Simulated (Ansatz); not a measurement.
Stretching the Cd1–H2 bond in CdH2Se (SMILES [SeH][CdH]) (multiplicity 1 held, fragments rigid). Energies count from the point at 1.673 Å.
Geometry at that point (charge 0, multiplicity 1):
```
atom    x (Å)    y (Å)    z (Å)
----  -------  -------  -------
Cd    -0.5778  -0.4349  -0.7165
H     -1.5269  -1.1554  -1.8906
Se     0.8327   0.6655   1.0152
H      0.9514  -0.5964   1.7664
```

Signs of static correlation in def2-SVP, with CASSCF(2,2), from Ansatz (a program for electronic structure) runs.

```
R (Å)  T1 of restricted CCSD  ⟨S²⟩ of UHF  largest double amplitude of restricted CCSD  weight of the CASSCF reference in MRCISD  CASSCF natural occupations
-----  ---------------------  -----------  -------------------------------------------  ----------------------------------------  --------------------------
1.338                  0.012        0.000                                        0.058                                     0.904                   1.98 0.02
1.506                  0.013        0.000                                        0.044                                     0.905                   1.98 0.02
1.673                  0.013        0.000                                        0.049                                     0.905                   1.97 0.03
1.840                  0.014        0.000                                        0.058                                     0.906                   1.96 0.04
2.007                  0.015        0.000                                        0.077                                     0.906                   1.95 0.05
2.258                  0.018        0.000                                   (withheld)                                     0.906                   1.91 0.09
2.509                  0.022        0.415                                        0.184                                     0.906                   1.86 0.14
2.927                  0.032        0.785                                        0.305                                     0.906                   1.74 0.26
3.346                  0.045        0.925                                        0.450                                     0.906                   1.56 0.44
3.847                  0.061        0.984                                        0.629                                     0.906                   1.35 0.65
4.517                  0.072        1.006                                   (withheld)                                     0.906                   1.17 0.83
5.353                  0.075        1.011                                        0.925                                     0.906                   1.06 0.94
```

Problem. Complete the blanks.

Solution. 
- 2.258, largest double amplitude of restricted CCSD: 0.118
- 4.517, largest double amplitude of restricted CCSD: 0.811

Doubts at one or more of the structures used: a restricted determinant that unrestricted orbitals would lower (R-CCSD(T)/def2-SVP); other coupled-cluster roots lie near (R-CCSD(T)/def2-SVP); T1 above 0.05 (R-CCSD(T)/def2-SVP, U-CCSD(T)/def2-SVP); a spin-contaminated determinant (U-CCSD(T)/def2-SVP).
